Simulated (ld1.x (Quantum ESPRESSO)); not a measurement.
Reading a pseudo-wave (silicon (Si))

Columns: radius, all-electron u(r) and pseudo u(r) of the 3s shell (level -10.64 eV) of silicon in the configuration [Ne] 3s2 3p2; BLYP, non-relativistic, RRKJ scheme, ld1.x (Quantum ESPRESSO) 7.5.

| r (bohr) | all-electron | pseudo |
| --- | --- | --- |
| 0.095 | 0.1361 | 0.0257 |
| 0.190 | -0.1065 | 0.0522 |
| 0.285 | -0.2867 | 0.0804 |
| 0.380 | -0.3439 | 0.1112 |
| 0.475 | -0.3050 | 0.1455 |
| 0.570 | -0.2075 | 0.1842 |
| 0.665 | -0.0809 | 0.2280 |
| 0.760 | 0.0544 | 0.2774 |
| 0.855 | 0.1860 | 0.3322 |
| 0.950 | 0.3065 | 0.3917 |
| 1.045 | 0.4121 | 0.4541 |
| 1.140 | 0.5014 | 0.5167 |
| 1.235 | 0.5745 | 0.5762 |
| 1.330 | 0.6322 | 0.6292 |
| 1.425 | 0.6758 | 0.6727 |
| 1.520 | 0.7068 | 0.7050 |
| 1.615 | 0.7266 | 0.7260 |
| 1.710 | 0.7366 | 0.7365 |
| 1.805 | 0.7382 | 0.7381 |
| 1.900 | 0.7326 | 0.7326 |
| 1.995 | 0.7213 | 0.7213 |
| 2.090 | 0.7052 | 0.7052 |
| 2.185 | 0.6854 | 0.6854 |
| 2.280 | 0.6628 | 0.6628 |
| 2.375 | 0.6381 | 0.6381 |
| 2.470 | 0.6119 | 0.6119 |

(1) How many radial nodes do the two functions have?

(2) At about which radius was the pseudo-wave matched?

(3) Where does each function peak?

(4) Is the pseudo-wave norm-conserving?

## Answers

(1) The all-electron 3s function has n − l − 1 = 2; the pseudo-wave has 0, since the states of the same l below it are removed with the core.

(2) 1.90 bohr. The columns agree to 0.0005 from 1.71 bohr on; several derivatives are matched, so the curves merge somewhat inside the radius.

(3) Outermost all-electron maximum near 1.80 bohr, pseudo maximum near 1.80 bohr (to the table’s step).

(4) Yes: the RRKJ scheme keeps the norm inside the radius equal to the all-electron one, which fixes the energy derivative of the logarithmic derivative at the level.
